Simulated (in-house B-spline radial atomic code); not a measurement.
Results of a calculation; reference values are marked as such.
# Ghost states of the separable form: Cu

Cu, [Ar] 3d10 4s1, non-relativistic PBE, spherical and spin-unpolarised, from an all-electron radial atomic-structure program (B-spline basis) (atomic units; all potentials screened as in the neutral atom).

Troullier-Martins channels: 4s (ε = -0.1631, r_c = 2.067 bohr), 3d (ε = -0.1916, r_c = 1.531 bohr). In the Kleinman-Bylander form one channel serves as the local potential, and each other channel l becomes |δV u><u δV|/<u|δV|u>, with δV = V_l − V_local and u the pseudo-orbital. Its strength is E_KB = <u|δV²|u>/<u|δV|u>. By the analysis of Gonze, Stumpf and Scheffler a spurious state lies below the reference level ε if E_KB > 0 and ε is above the second level of the local potential alone, or if E_KB < 0 and ε is above its first. The table's levels are those of angular momentum l in a sphere of 9 bohr, whose wall can lift a shallow ε a little above its free-atom value.

```
local  channel  <u δV u>  <u δV² u>        ε  first local level  second local level
    s        d   -7.6115     106.61  -0.1916             0.1168              0.3637
    d        s   0.17254     1.3202  -0.1624           -12.4153             -1.0285
```

(1) Apply the rule to each row.

Diagonalising the separable Hamiltonian gives:

```json
{"local": "s", "channel": "d", "three lowest levels": "-0.1916, 0.1267, 0.3996", "all-electron, two lowest valence levels": "-0.1916, 0.1258"}
{"local": "d", "channel": "s", "three lowest levels": "-7.5944, -0.1624, 0.0966", "all-electron, two lowest valence levels": "-0.1624, 0.0968"}
```

(2) Which choices of local channel are safe?

Answers

(1) Local s, channel d: E_KB = -14, so ε = -0.1916 is set against 0.1168: no ghost. Local d, channel s: E_KB = +7.65, so ε = -0.1624 is set against -1.0285: a ghost.

(2) Free of ghosts: s. With d local the s channel has a ghost 7.43 hartree below ε, since the local potential binds more than one state below ε, and a repulsive term of rank one raises each level at most to the next, so it clears only one of them. Among the safe choices the second level, which tests transfer, is off by at most 0.9 millihartree (s local).
